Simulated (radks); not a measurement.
Values are calculated unless marked as measured or tabulated.
Excited configurations of neutral mercury: one electron is placed in a higher orbital outside [Xe] 4f14 5d10 6s1. The ground configuration is [Hg]. Level of theory: Dirac Kohn-Sham, PBE, spin-unpolarised, spherical densities, point nucleus; open shells fill j = l - 1/2 first (a radial shooting solver on a logarithmic mesh with Libxc functionals). Excitation = E - E(ground); binding = E(ion) - E, where the ion is the core of charge +1; n* = 1/sqrt(2 binding) in atomic units, and the quantum defect is n - n*.

outer orbital  excitation (eV)  binding (eV)     n*  quantum defect  eigenvalue (eV)
6p1/2                    5.435         5.266  1.607           4.393           -2.409
6d3/2                    9.091         1.610  2.907           3.093           -0.716
6f5/2                   10.073         0.629  4.651           1.349           -0.366
7s1/2                    7.962         2.739  2.229           4.771           -1.590
7f5/2                   10.247         0.454  5.472           1.528           -0.286

The Delta-SCF ionisation energy is 10.701 eV (NIST Atomic Spectra Database: 10.438 eV, measured). Self-interaction in the functional shifts the binding energies and quantum defects, so they are the method's values and not measured ones. Spin polarisation and multiplet splitting are left out, so open shells lie too high by an amount that depends on their filling.

Beside tabulated values, note that spin-unpolarised runs miss the spin-polarisation part of the exchange energy of open shells.
